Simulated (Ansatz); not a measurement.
One change: `[SiH3][SeH]` becomes `[SeH][SnH3]`.

Ansatz, PBE0-D4/def2-TZVP geometries, multiplicity 1. 

Elements past krypton have def2 core potentials. Scalar relativity is left out up to krypton.

```
                                        property  `[SiH3][SeH]`
            HOMO–LUMO gap (PBE0/def2-TZVPP) / eV           7.00
size of the dipole moment (B3LYP/def2-TZVPP) / D           0.85
           HOMO energy (ωB97M-V/def2-TZVPP) / eV          -9.26
               HOMO energy (PBE/def2-TZVPP) / eV          -5.96
              LUMO energy (PBE0/def2-TZVPP) / eV          -0.11
  zero-point energy (PBE0-D4/def2-TZVP) / kJ/mol           85.8
```

(1) What does the change do to each property? (Best estimate.)

Answers

(1) Computed: 
```
                                        property  `[SeH][SnH3]`  shift
            HOMO–LUMO gap (PBE0/def2-TZVPP) / eV           6.14  -0.86
size of the dipole moment (B3LYP/def2-TZVPP) / D           1.25   0.40
           HOMO energy (ωB97M-V/def2-TZVPP) / eV          -9.08   0.18
               HOMO energy (PBE/def2-TZVPP) / eV          -5.79   0.17
              LUMO energy (PBE0/def2-TZVPP) / eV          -0.79  -0.68
  zero-point energy (PBE0-D4/def2-TZVP) / kJ/mol           73.5  -12.3
```

With PBE0 the HOMO rises by 0.18 eV and the LUMO falls by 0.68 eV, so the gap narrows by about 0.86 eV. PBE moves the HOMO by 0.17 eV and ωB97M-V by 0.18 eV. Dipoles are sizes alone; their direction can turn.

B3LYP here is the variant with VWN-RPA as its local correlation; programs differ in this.

Spin–orbit coupling is left out; it splits and shifts lone-pair levels of the heavy atoms by tenths of an eV.
